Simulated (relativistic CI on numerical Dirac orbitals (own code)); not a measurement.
Electric-dipole transitions in Kr4+

Method of calculation: Dirac-Coulomb-Breit CI, separate exchange-only KLI orbitals for each configuration, model QED (radiative potential, 1s self-energy scaled to tabulated hydrogen-like ionisation energies), valence Slater integrals scaled by 0.85, configuration energies shifted to the measured levels that pair with them (semi-empirical) (own radial code, finite nucleus).

CI space (outside the closed core [Ar] 3d10): 4s2.4p2, 4s.4p3, 4s2.4p.4d, 4s2.4p.5s, 4s2.4p.5p, 4p4, 4s2.4d2, 4s.4p2.4d, 4s2.4p.4f, 4s.4p2.4f, 4p2.4d2, 4s2.4f2, 4s2.4p.5d, 4s2.4p.6s, 4p3.4d, 4s2.4p.6p, 4s.4p2.5s, 4s2.4p.5f, 4s2.4p.5g, 4s.4p.4d2, 4s2.4p.6d, 4s2.4d.4f, 4s.4p2.5p, 4s2.4p.6f, 4p2.4f2, 4s2.4d.5s, 4s.4p2.5d, 4s.4p.5s.5p, 4p3.4f, 4s.4p.4d.4f. Levels of other configurations are missing.

```tsv
λ vac (nm)	Lower	Upper	A (s⁻¹)	gf	Branching (%)
41.776	4s2.4p2 3P_2 [3]	4s2.4p.5s 3P°_2 [30]	5.44e+09	7.12e-01	67.9
43.109	4s2.4p2 1D_2 [4]	4s2.4p.5s 1P°_1 [31]	1.18e+10	9.87e-01	51.9
45.761	4s2.4p2 3P_0 [1]	4s2.4p.4d 3D°_1 [23]	2.87e+09	2.70e-01	9.1
46.284	4s2.4p2 3P_1 [2]	4s2.4p.4d 3D°_2 [25]	1.05e+10	1.68e+00	32.1
46.539	4s2.4p2 3P_1 [2]	4s2.4p.4d 3D°_1 [23]	2.05e+10	2.00e+00	65.0
46.598	4s2.4p2 1D_2 [4]	4s2.4p.4d 1F°_3 [26]	3.63e+10	8.27e+00	96.8
46.794	4s2.4p2 3P_0 [1]	4s2.4p.4d 3P°_1 [20]	2.50e+10	2.46e+00	86.2
46.870	4s2.4p2 3P_1 [2]	4s2.4p.4d 1D°_2 [22]	8.05e+09	1.33e+00	27.8
46.943	4s2.4p2 3P_1 [2]	4s2.4p.4d 3P°_0 [21]	2.44e+10	8.05e-01	100.0
46.958	4s2.4p2 1S_0 [5]	4s2.4p.5s 1P°_1 [31]	1.06e+10	1.05e+00	46.6
47.106	4s2.4p2 3P_2 [3]	4s2.4p.4d 3D°_2 [25]	1.71e+10	2.84e+00	52.5
47.155	4s2.4p2 3P_2 [3]	4s2.4p.4d 3D°_3 [24]	3.43e+10	8.00e+00	97.5
47.370	4s2.4p2 3P_2 [3]	4s2.4p.4d 3D°_1 [23]	7.47e+09	7.54e-01	23.7
48.195	4s2.4p2 3P_1 [2]	4s2.4p.4d 3P°_2 [19]	1.39e+10	2.42e+00	54.4
48.478	4s2.4p2 3P_2 [3]	4s2.4p.4d 3P°_1 [20]	3.08e+09	3.25e-01	10.6
49.087	4s2.4p2 3P_2 [3]	4s2.4p.4d 3P°_2 [19]	8.37e+09	1.51e+00	32.8
49.456	4s2.4p2 1S_0 [5]	4s2.4p.5s 3P°_1 [29]	4.46e+09	4.91e-01	37.3
49.907	4s2.4p2 1D_2 [4]	4s2.4p.4d 3D°_2 [25]	5.02e+09	9.37e-01	15.4
50.433	4s2.4p2 1S_0 [5]	4s2.4p.4d 1P°_1 [27]	1.57e+10	1.80e+00	79.8
50.589	4s2.4p2 1D_2 [4]	4s2.4p.4d 1D°_2 [22]	1.97e+10	3.77e+00	67.9
52.136	4s2.4p2 1D_2 [4]	4s2.4p.4d 3P°_2 [19]	3.27e+09	6.66e-01	12.8
52.550	4s2.4p2 3P_1 [2]	4s.4p3 1P°_1 [17]	2.64e+09	3.28e-01	16.0
53.913	4s2.4p2 3P_0 [1]	4s.4p3 3S°_1 [14]	2.87e+09	3.76e-01	11.9
54.996	4s2.4p2 3P_1 [2]	4s.4p3 3S°_1 [14]	7.05e+09	9.58e-01	29.1
56.161	4s2.4p2 3P_2 [3]	4s.4p3 3S°_1 [14]	1.37e+10	1.95e+00	56.7
57.270	4s2.4p2 1D_2 [4]	4s.4p3 1P°_1 [17]	1.12e+10	1.65e+00	67.8
69.207	4s2.4p2 1D_2 [4]	4s.4p3 1D°_2 [13]	2.10e+09	7.54e-01	95.5
71.390	4s2.4p2 3P_2 [3]	4s.4p3 3P°_2 [12]	1.18e+09	4.53e-01	88.7
80.899	4s2.4p2 3P_2 [3]	4s.4p3 3D°_3 [9]	4.91e+08	3.37e-01	92.6
231.23	4s2.4p.5s 3P°_2 [30]	4s2.4p.5p 3D_3 [40]	4.28e+08	2.40e+00	18.5
```

Terms are leading LS components. Brackets give the number of a level in order of energy, since labels repeat. The list gives strong lines, with weight on those to low levels, without configurations that were not tied to measured data, without lines whose two gauges differ by over a factor of 2.5, among the lowest 400 of 1120 levels, so that lines to higher ones, which can be the strongest, are missing. Levels whose partners in the same complex of configurations lie outside the list can be far off, and so can their lines. Rates are taken at the computed energies, electric ones in the length gauge.

Configurations whose levels could be paired with our table of measured levels were shifted onto them, all but the ground configuration, by the median error of their levels; single terms can still be off by 1,000 to 2,000 cm⁻¹ or more, and rates follow the energies as ν³ (E1, M1) or ν⁵ (E2). The others borrow a shift and can be off by several thousand cm⁻¹ or more. 30 of the 41 excited levels that our extract of the measured tables holds in this range could be paired (the sources list more); they are missed by 407 cm⁻¹ on average and 2001 at most, after the shifts were fitted to these levels, and levels without a partner can miss by more.

Question: From the table, what is the radiative lifetime of 4s2.4p.4d 3D°_1?

Answer: The listed rates from this level add up to about 3.08e+10 s⁻¹, 98 % of its decay; with all channels τ = 3.17e-11 s.

LS names give the leading component of a level, which can be under half, so a name can repeat, a term be missing and a line seem to break the LS rules.
